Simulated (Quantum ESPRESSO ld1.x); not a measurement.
The numbers below are computed, except where a source is named.
Problem. The table gives one normalised radial function P(r) = r R(r) (large component) of Zr20+ in [Ar] 3d2 (r in bohr). Code: ld1.x of Quantum ESPRESSO 7.5. Model: Dirac Kohn-Sham, relativistic LDA (MacDonald-Vosko exchange, VWN5 correlation), spin-unpolarised, spherical densities, point nucleus; open shells fill j = l - 1/2 first.

r           P
0.001756   0.1389
0.001948   0.1522
0.002179   0.1677
0.002437   0.1847
0.002726   0.2030
0.003049   0.2229
0.003411   0.2443
0.003815   0.2673
0.004267   0.2918
0.004734   0.3158
0.005296   0.3431
0.005923   0.3715
0.006625   0.4008
0.00741    0.4308
0.008289   0.4608
0.009271   0.4903
0.01037    0.5185
0.01151    0.5427
0.01287    0.5656
0.01439    0.5837
0.0161     0.5955
0.01801    0.5992
0.02014    0.5928
0.02253    0.5741
0.0252     0.5409
0.02796    0.4952
0.03128    0.4280
0.03498    0.3409
0.03913    0.2330
0.04377    0.1046
0.04895   -0.0425
0.05476   -0.2048
0.06124   -0.3766
0.06796   -0.5375
0.07601   -0.7022
0.08502   -0.8455
0.09509   -0.9529
0.1064    -1.0090
0.119     -0.9995
0.1331    -0.9126
0.1488    -0.7417
0.1652    -0.5082
0.1847    -0.1853
0.2066     0.1926
0.2311     0.5967
0.2585     0.9905
0.2891     1.3349
0.3234     1.5933
0.3617     1.7383
0.4014     1.7601
0.4489     1.6664
0.5021     1.4725
0.5616     1.2128
0.6282     0.9282
0.7027     0.6567
0.7859     0.4268
0.8791     0.2528
0.9754     0.1420
1.091      0.0684
1.22       0.0292
1.365      0.0108

Which n and l does it have? It may be an empty orbital.

Solution. n = 3, l = 0: the number of nodes gives n - l - 1 = 2, the rise at small r points to l (this Dirac orbital starts as r^gamma with gamma = sqrt((l + 1)^2 - (Z/c)^2) = 0.96; the j = 1/2 orbital of l + 1 starts with the same power, but with a smaller coefficient, and then steepens), and the extent must fit the shell. The curve is that of 3s1/2. 3s1/2: eigenvalue -1039.9 eV, 2 radial nodes at r = 0.0475, 0.195 bohr, <r> = 0.420 bohr, 90 % of the charge inside 0.614 bohr.
